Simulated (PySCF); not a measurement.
**input.py for IBr⁻**

Input:

```python
from pyscf import gto, scf, tdscf

mol = gto.M(
    atom='I 0 0 0; Br 0 0 2.525',
    basis='sbkjc',
    ecp={'I': 'sbkjc', 'Br': 'sbkjc'},
    charge=-1,
    spin=1,
    verbose=4,
)
mf = scf.UHF(mol)
mf.kernel()
td = tdscf.TDHF(mf)
td.nstates = 8
td.kernel()
td.analyze(verbose=3)
mf.dip_moment()
print('orbital energies (hartree):', [e[max(0, n-3):n+3].round(4) for e, n in zip(mf.mo_energy, mol.nelec)])
```

```bash
$ OMP_NUM_THREADS=1 python input.py
```

It prints (some set-up lines and the per-cycle HOMO/LUMO lines with their warnings removed):

```
PySCF version 2.14.0

[INPUT] verbose = 4
[INPUT] num. atoms = 2
[INPUT] num. electrons = 15
[INPUT] charge = -1
[INPUT] spin (= nelec alpha-beta = 2S) = 1
[INPUT] symmetry False subgroup None
[INPUT] Mole.unit = angstrom
[INPUT] Symbol           X                Y                Z      unit          X                Y                Z       unit  Magmom
[INPUT]  1 I      0.000000000000   0.000000000000   0.000000000000 AA    0.000000000000   0.000000000000   0.000000000000 Bohr   0.0
[INPUT]  2 Br     0.000000000000   0.000000000000   2.525000000000 AA    0.000000000000   0.000000000000   4.771558464527 Bohr   0.0

nuclear repulsion = 10.2691815188436
number of shells = 8
number of NR pGTOs = 40
number of NR cGTOs = 16
basis = sbkjc
ecp = {'I': 'sbkjc', 'Br': 'sbkjc'}

******** <class 'pyscf.scf.uhf.UHF'> ********
method = UHF
initial guess = minao
damping factor = 0
level_shift factor = 0
DIIS = <class 'pyscf.scf.diis.CDIIS'>
diis_start_cycle = 1
diis_space = 8
diis_damp = 0
SCF conv_tol = 1e-09
SCF conv_tol_grad = None
SCF max_cycles = 50
direct_scf = True
direct_scf_tol = 1e-13
number electrons alpha = 8  beta = 7
Set gradient conv threshold to 3.16228e-05
init E= -23.7305410114705

cycle= 1 E= -24.3882231005224  delta_E= -0.658  |g|= 0.0931  |ddm|= 2.33
cycle= 2 E= -24.3967074966484  delta_E= -0.00848  |g|= 0.0149  |ddm|= 0.243
cycle= 3 E= -24.3970266644672  delta_E= -0.000319  |g|= 0.00443  |ddm|= 0.0894
cycle= 4 E= -24.3970659831789  delta_E= -3.93e-05  |g|= 0.00168  |ddm|= 0.0258
cycle= 5 E= -24.3970734654047  delta_E= -7.48e-06  |g|= 0.000428  |ddm|= 0.0134
cycle= 6 E= -24.3970738894087  delta_E= -4.24e-07  |g|= 8.91e-05  |ddm|= 0.00274
cycle= 7 E= -24.3970739105727  delta_E= -2.12e-08  |g|= 3.01e-05  |ddm|= 0.000424
cycle= 8 E= -24.3970739136412  delta_E= -3.07e-09  |g|= 8.42e-06  |ddm|= 0.000188
cycle= 9 E= -24.397073913926  delta_E= -2.85e-10  |g|= 2.9e-06  |ddm|= 4.6e-05
Extra cycle  E= -24.3970739139461  delta_E= -2.01e-11  |g|= 1.71e-06  |ddm|= 7.69e-06
converged SCF energy = -24.3970739139461  <S^2> = 0.7521666  2S+1 = 2.0021654

******** <class 'pyscf.tdscf.uhf.TDHF'> for <class 'pyscf.scf.uhf.UHF'> ********
nstates = 8
deg_eia_thresh = 1.000e-03
wfnsym = None
conv_tol = 1e-05
eigh lindep = 1e-12
eigh level_shift = 0
eigh max_cycle = 100

Excitation energies (eV)
[ 2.83828018  2.83828018  4.98371556  4.98371556  5.62874577  9.40839827
 10.41691811 10.41691811]

** Excitation energies and oscillator strengths **
Excited State   1:      2.83828 eV    436.83 nm  f=0.0000
Excited State   2:      2.83828 eV    436.83 nm  f=0.0000
Excited State   3:      4.98372 eV    248.78 nm  f=0.0012
Excited State   4:      4.98372 eV    248.78 nm  f=0.0012
Excited State   5:      5.62875 eV    220.27 nm  f=1.0662
Excited State   6:      9.40840 eV    131.78 nm  f=0.1497
Excited State   7:     10.41692 eV    119.02 nm  f=0.0063
Excited State   8:     10.41692 eV    119.02 nm  f=0.0063

WARN: System has nonzero charge -1; the dipole moment is origin-dependent.
Location of origin: [0. 0. 0.]

Dipole moment(X, Y, Z, Debye):  0.00000, -0.00000, -6.04875
orbital energies (hartree): [array([-0.1612, -0.1612, -0.0826,  0.4902,  0.5229,  0.5229]), array([-0.2205, -0.1438, -0.1438,  0.2132,  0.5288,  0.5288])]
```

In short: E(SCF) = -24.397074 Eh, 9 cycles, ⟨S²⟩ = 0.752, first excitations without spin–orbit coupling 2.84, 2.84, 4.98, 4.98, 5.63 eV.

Hardware: Arm Neoverse V1, 1 thread, shared host. Wall time 1.1 s, peak memory 0.12 GiB.

The basis has no diffuse functions, which an anion needs. The bond length is a typed value, not an optimised one. The dipole of an ion depends on the origin. No search for the lowest solution was made.
